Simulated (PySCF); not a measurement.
**Computed data sheet: `[CH2]CC1(F)COC1` [radical]**

Species: C5H8FO (doublet state).
Atom-mapped SMILES: `[CH2:1][CH2:2][C:3]1([F:4])[CH2:5][O:6][CH2:7]1` (hydrogens: H8, H9 on C1; H10, H11 on C2; H12, H13 on C5; H14, H15 on C7)

Cartesian coordinates in Å at the GFN2-xTB level; atoms count from 1:
```xyz
15
C5H8FO angstrom
C      1.8080    0.5696   -0.0644
C      1.0863   -0.5910    0.4742
C     -0.4399   -0.5407    0.2530
F     -0.9861   -1.6600    0.8479
C     -0.9570   -0.2947   -1.1668
O     -1.4831    0.9758   -0.7774
C     -1.1782    0.7553    0.6011
H      2.0319    0.6398   -1.1102
H      2.0621    1.3980    0.5657
H      1.4223   -1.5174   -0.0049
H      1.2362   -0.6772    1.5535
H     -0.2051   -0.2121   -1.9529
H     -1.7464   -0.9894   -1.4683
H     -2.0797    0.5941    1.1988
H     -0.5757    1.5578    1.0289
```

From GFN2-xTB geometry:

```
Rotational constants A, B, C of the GFN2-xTB geometry : 3.342, 2.717, 1.964 GHz
```

From UKS B3LYP, pcH-1 on C F H O, non-relativistic, mean-field spin-orbit, GIAO (PySCF):

```
Isotropic g value                                                      : 2.00269
Principal g values                                                     : 2.00222, 2.00286, 2.00299
Spin squared ⟨S²⟩                                                      : 0.754
Largest Mulliken spin population                                       : 1.08 on C1
Largest isotropic hyperfine couplings (means over sets of like nuclei) : 13C +91.0 (C1), 13C +90.5 (C3), 1H -63.9 (H8/H9), 1H +42.7 (H10/H11), 13C -34.1 (C2) MHz
```

Monoisotopic mass from the formula: 103.0559 u.

⟨S²⟩ is 0.004 above the pure-spin value S(S + 1) = 0.75. With B = h/(8π²I), that is 505.379 GHz u Å² over I, the principal moments of inertia are 151.2, 186.0 and 257.3 u Å² (most abundant isotopes); the inertial defect Ic − Ia − Ib is -79.9 u Å² (zero for a rigid planar frame, negative otherwise). The rotational constants make it an asymmetric top with κ = (2B − A − C)/(A − C) = 0.09, midway between the prolate (−1) and oblate (+1) limits. g_iso is shifted by about +370 ppm from the free-electron value 2.002319; the principal values span 0.0008. At 9.50 GHz, hν = g·μB·B₀ (B₀ the magnetic field) puts the centre of the isotropic spectrum, to first order, at 338.9 mT.

Isolated species at its GFN2-xTB geometry (one conformer only). Hyperfine couplings depend on the geometry, which wasn't re-optimised at a DFT level. Couplings of like nuclei are plain means over topologically equivalent atoms, as if these changed places fast (by rotation of a methyl-like group, say); in this geometry the members of some sets differ.

For the EPR job (B3LYP), on an Arm Neoverse V1 with one thread, on a shared host, this took 56 s (with the writing of density and orbital grids) and 1.0 GiB of memory at its peak.
